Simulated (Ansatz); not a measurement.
```yaml
crystal:
  periodic: [false, false, false]
  atoms:
    - {symbol: Ge, position_ang: [1.075367, 1.029923, 0.013594]}
    - {symbol: C, position_ang: [0.802799, 0.678324, 1.737258]}
    - {symbol: H, position_ang: [-0.044589, 0.853740, 2.384340]}
    - {symbol: H, position_ang: [1.879069, 1.839332, 2.106081]}
    - {symbol: H, position_ang: [1.574457, -0.097467, 2.586370]}
    - {symbol: C, position_ang: [2.815023, 0.522383, -0.966309]}
    - {symbol: H, position_ang: [3.415555, 1.268542, -0.771118]}
    - {symbol: H, position_ang: [2.654269, 0.237714, -2.175021]}
    - {symbol: H, position_ang: [3.098767, -0.368326, -0.331586]}
    - {symbol: C, position_ang: [0.450621, 2.183881, -0.812185]}
    - {symbol: H, position_ang: [-0.264715, 2.394692, -1.765537]}
    - {symbol: H, position_ang: [0.407112, 3.153405, -0.712065]}
    - {symbol: H, position_ang: [-1.104750, 2.601750, -0.255924]}
    - {symbol: O, position_ang: [-0.116702, -0.743235, -0.733707]}
    - {symbol: C, position_ang: [-0.648726, -1.111440, 0.066605]}
    - {symbol: C, position_ang: [-0.940583, -2.845183, -0.334827]}
    - {symbol: C, position_ang: [-2.409667, -0.464214, 0.125995]}
    - {symbol: H, position_ang: [-0.806845, -1.444290, 1.442938]}
    - {symbol: H, position_ang: [-1.466615, -2.755860, -1.339529]}
    - {symbol: H, position_ang: [-2.287667, -3.121088, 0.298898]}
    - {symbol: H, position_ang: [-0.391603, -3.496016, -0.171099]}
    - {symbol: H, position_ang: [-2.137533, 0.523604, 0.309722]}
    - {symbol: H, position_ang: [-2.707088, -0.405893, -1.027535]}
    - {symbol: H, position_ang: [-3.182683, -1.006450, 0.582426]}
basis:
  gaussian: {orbitals: def2-TZVP}
hamiltonian: {xc: {name: CAM-B3LYP}, dispersion: d3bj}
scf: {lower_state_search: full}
```

```sh
$ ansatz run in.yaml --threads 2 --pin off --events-out ev --progress --plain --max-ram 31744MiB --backend cuda --devices 0, --max-vram 18GiB
```

Output, abridged:

```
Functional definition: CAM-B3LYP
2324 factors; their error is unknown
678 factors; integrals over basis functions are off by at most 1.6e-5 eV
mean field evaluation 1: about -65006.2490 eV, gradient 1.0e2 eV
mean field evaluation 2: about -64969.9514 eV, gradient 1.4e2 eV
mean field evaluation 4: about -65028.9187 eV, gradient 1.0e1 eV
mean field evaluation 8: about -65029.3855 eV, gradient 2.0e-1 eV
mean field evaluation 16: about -65029.5507 eV, gradient 3.8e-3 eV
mean field evaluation 32: about -65000.0327 eV, gradient 4.8e1 eV
mean field -65029.55065561 eV, -2389.7919079812 hartree, gradient 2.1e-5 eV, S^2 0.000000; 0 other end points of the search recorded, 0 dependent functions left out
reference -65029.55084464 eV, -2389.7919149278 hartree; 46, 46 occupied and 315, 315 virtual orbitals, 2324 factors
Total energy: -65030.10628540 eV, -2389.8123269991 hartree
```

Run time 4.7 s (2 threads of AMD EPYC 7R13 on a shared host and a share (18 GiB) of an NVIDIA H100 80GB HBM3), peak host memory 0.92 GiB.
